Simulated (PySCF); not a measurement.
CH₄ClFOSi₂, SMILES O=C([SiH2]F)[SiH2]Cl. Atoms are numbered in the order given.

```xyz
10

O      0.0826    -1.0722    -2.1222
C      0.1793    -0.6347    -0.9943
Si     1.7814     0.3522    -0.5369
F      1.8691     0.4175     1.0873
Si    -1.2609    -0.8640     0.2891
Cl    -1.5992     1.0337     1.0449
H      1.7013     1.7317    -1.0873
H      2.9635    -0.3832    -1.0573
H     -2.4831    -1.3660    -0.3919
H     -0.8398    -1.7631     1.3997
```

Geometry optimised at PBE0-D3(BJ)/def2-SVP. This is a generated structure with no PubChem entry under its InChIKey; it may be hypothetical. Other conformers were not sampled.

Level of theory: TDDFT-PBE/def2-SVPD run with PySCF.

Vertical excitations. Gas-phase values at a fixed geometry.

Task: Give excitation energies, oscillator strengths and character. (The exact figures need the calculation; the answer reports its results.)

Result: 
```
state  energy (eV)  λ (nm)      f                          main pairs
-----  -----------  ------  -----  ----------------------------------
S1            2.32     533  0.000                     HOMO→LUMO 100 %
S2            4.25     292  0.004                    HOMO→LUMO+1 98 %
S3            4.34     286  0.003                    HOMO−1→LUMO 98 %
S4            4.78     259  0.009                    HOMO−2→LUMO 98 %
S5            5.00     248  0.007                    HOMO→LUMO+2 95 %
S6            5.17     240  0.013                    HOMO−3→LUMO 92 %
S7            5.45     228  0.011                    HOMO→LUMO+3 86 %
S8            5.72     217  0.108                    HOMO→LUMO+4 75 %
S9            5.91     210  0.096  HOMO→LUMO+5 75 %, HOMO−4→LUMO 13 %
S10           5.99     207  0.076                    HOMO−4→LUMO 77 %
T1            1.66     746      0                     HOMO→LUMO 100 %
T2            4.02     309      0                   HOMO→LUMO+1 100 %
T3            4.24     293      0                   HOMO−1→LUMO 100 %
T4            4.60     269      0                    HOMO−2→LUMO 98 %
```
Triplets are in the Tamm–Dancoff approximation, which puts them higher than full response would, so one can lie above its singlet here.
